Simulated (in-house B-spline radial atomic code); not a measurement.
A run on neutral dysprosium (an excited or competing configuration) that did not converge. Method: scalar-relativistic (X2C) wB97X, spin-polarised, spherical fractional occupations, Fermi nucleus of rms radius 5.2218 fm; computed with an all-electron radial atomic-structure program (B-spline basis).

Command:
```bash
python run_scf.py task.json out
```
Settings (nuclear radius in fm, mass in u):
```
Z                66
configuration    [Kr] 4d9 4f10 5s2 5p6 6s2 6d1
hamiltonian      x2c
method           wb97x
spin_polarised   True
nucleus          fermi
rms_radius       5.2218
atomic_mass      163.92918
speed_of_light   137.035999084
```

First and last ten iterations of the last attempt (damped for 15 steps, keeping 80 % of the old Fock matrix, then DIIS):
```
 iter        energy (Eh)    residual
    1      -12085.090949    8.61e-01
    2      -12103.386623    1.39e+00
    3      -12126.084581    9.00e-01
    4      -12138.535620    5.64e-01
    5      -12144.999423    3.87e-01
    6      -12148.170600    2.54e-01
    7      -12149.657450    1.73e-01
    8      -12150.344781    1.22e-01
    9      -12150.673035    8.47e-02
   10      -12150.840560    5.89e-02
  111      -12151.058141    5.95e-04
  112      -12151.058181    5.33e-04
  113      -12151.058278    2.16e-03
  114      -12151.058259    9.98e-04
  115      -12151.058176    7.74e-04
  116      -12151.058204    8.51e-04
  117      -12151.058202    9.98e-04
  118      -12151.058210    8.68e-04
  119      -12151.058185    4.03e-04
  120      -12151.058226    1.21e-03
 not converged after 120 iterations
```

The smallest residual met was 3.0e-04; the threshold is about 7e-07. No energy from this run should be used. Time taken, with all properties: 88 s on 1 thread of Arm Neoverse V2, with other jobs on the host.
